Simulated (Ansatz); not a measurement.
```yaml
crystal:
  periodic: [false, false, false]
  atoms:
    - {symbol: Li, position_ang: [-1.372862, 0.151179, -0.018943]}
    - {symbol: Li, position_ang: [0.310345, 2.815237, -0.049909]}
    - {symbol: Li, position_ang: [-0.313876, -2.814812, 0.047839]}
    - {symbol: Li, position_ang: [1.376393, -0.151604, 0.021014]}
basis:
  gaussian: {orbitals: 6-31G}
hamiltonian: {xc: {name: CAM-B3LYP}}
scf: {omitted_lower_state_checks: [starts]}
output: {forces: true}
```

```sh
$ ansatz run in.yaml --threads 4 --pin off --events-out ev --progress --plain --max-ram 3916MiB
```

Output, abridged:

```
Functional definition: CAM-B3LYP
504 factors; integrals over basis functions are off by at most 7.3e-5 eV
240 factors; integrals over basis functions are off by at most 7.6e-5 eV
mean field evaluation 1: about -815.3313 eV, gradient 2.7e0 eV
mean field evaluation 2: about -815.3978 eV, gradient 5.4e-1 eV
mean field evaluation 4: about -815.3856 eV, gradient 5.7e-1 eV
mean field evaluation 8: about -815.3926 eV, gradient 6.2e-3 eV
mean field -815.39261358 eV, -29.9651258560 hartree, gradient 2.5e-5 eV, S^2 0.000000; 0 other end points of the search recorded, 0 dependent functions left out
reference -815.39272039 eV, -29.9651297811 hartree; 6, 6 occupied and 30, 30 virtual orbitals, 504 factors
Total energy: -815.39272039 eV, -29.9651297811 hartree
Atom 0 at    -1.372862     0.151179    -0.018943 Å, force     0.268316    -0.029295     0.003553 eV/Å
Atom 1 at     0.310345     2.815237    -0.049909 Å, force    -0.013109    -0.128897     0.002595 eV/Å
Atom 2 at    -0.313876    -2.814812     0.047839 Å, force     0.015607     0.128482    -0.001871 eV/Å
Atom 3 at     1.376393    -0.151604     0.021014 Å, force    -0.270814     0.029710    -0.004277 eV/Å
Dipole moment:     0.001052    -0.000173    -0.000203 e Å
Checks for a lower state left out: starts
```

Run time 0.45 s (4 threads of Arm Neoverse V1 on a shared host).
